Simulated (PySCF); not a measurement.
F, charge -1, singlet; M062X/6-31+G*, TDA run with PySCF.

The PySCF input:
```python
from pyscf import gto, scf, dft, tdscf

mol = gto.M(
    atom='''
F     0.00000000    0.00000000    0.00000000
''',
    basis='6-31+g*',
    charge=-1,
    verbose=3,
)

mf = dft.RKS(mol)
mf.xc = 'm062x'
mf.kernel()
td = mf.TDA()
td.nstates = 10
td.kernel()
td.analyze()
```

It wrote (shortened):

```
converged SCF energy = -99.8101209267786
Excitation energies (eV)
[ 9.84915438  9.84915438  9.84915438 10.97728149 10.97728149 10.97728149
 11.07558717 11.07558717 11.07558717 11.07558717]

** Singlet excitation energies and oscillator strengths **
Excited State   1:      9.84915 eV    125.88 nm  f=0.1660
Excited State   2:      9.84915 eV    125.88 nm  f=0.1660
Excited State   3:      9.84915 eV    125.88 nm  f=0.1660
Excited State   4:     10.97728 eV    112.95 nm  f=0.0000
Excited State   5:     10.97728 eV    112.95 nm  f=0.0000
Excited State   6:     10.97728 eV    112.95 nm  f=0.0000
Excited State   7:     11.07559 eV    111.94 nm  f=0.0000
Excited State   8:     11.07559 eV    111.94 nm  f=0.0000
Excited State   9:     11.07559 eV    111.94 nm  f=0.0000
Excited State  10:     11.07559 eV    111.94 nm  f=0.0000
```
